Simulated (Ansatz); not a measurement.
Calculated with Ansatz (gas phase, PBE0-D4/def2-TZVP geometries, no zero-point term in ΔE). CBS: MP2 limit from def2 TZ/QZ plus the TZ coupled-cluster correction, frozen cores. This one scheme is used for every species. DFT in def2-TZVPP. B3LYP here is the variant with VWN-RPA as its local correlation; programs differ in this. def2 core potentials past Kr. For Sn outer-core shells are correlated without core-valence functions, which leaves a few kJ/mol of doubt a bond. One conformer a species, not always the lowest.

`[SiH3][SiH2][SnH3]` + `FCCCl` → `FC([SiH3])CCl` + `[SiH3][SnH3]`  (formal exchange of groups at the Si–Si bond)

| level | ΔE (kJ/mol) | difference from CCSD(T)/CBS |
| --- | --- | --- |
| PBE-D4 | 41.1 | 5.3 |
| r2SCAN-D4 | 36.3 | 0.5 |
| PBE0-D4 | 42.7 | 6.9 |
| B3LYP-D4 | 33.2 | -2.6 |
| ωB97X-V | 33.3 | -2.5 |
| ωB97M-V | 28.0 | -7.8 |
| B2PLYP | 33.0 | -2.8 |
| PBE | 41.4 | 5.6 |
| r2SCAN | 36.4 | 0.6 |
| PBE0 | 42.8 | 7.0 |
| B3LYP | 33.5 | -2.3 |
| HF/def2-TZVPP | 34.1 | -1.7 |
| MP2/def2-TZVPP | 33.1 | -2.7 |
| SCS-MP2/def2-TZVPP | 31.5 | -4.3 |
| CCSD/def2-TZVPP | 35.6 | -0.2 |
| CCSD(T)/def2-TZVPP | 35.6 | -0.2 |
| HF/def2-QZVPP | 33.5 | -2.3 |
| MP2/def2-QZVPP | 33.0 | -2.8 |
| SCS-MP2/def2-QZVPP | 31.6 | -4.2 |
| HF/CBS(def2) | 33.4 | -2.4 |
| MP2/CBS(def2) | 33.3 | -2.5 |
| CCSD/CBS(def2) | 35.8 | 0.0 |
| CCSD(T)/CBS | 35.8 | 0 |

Largest T1 diagnostic among the species: 0.014.
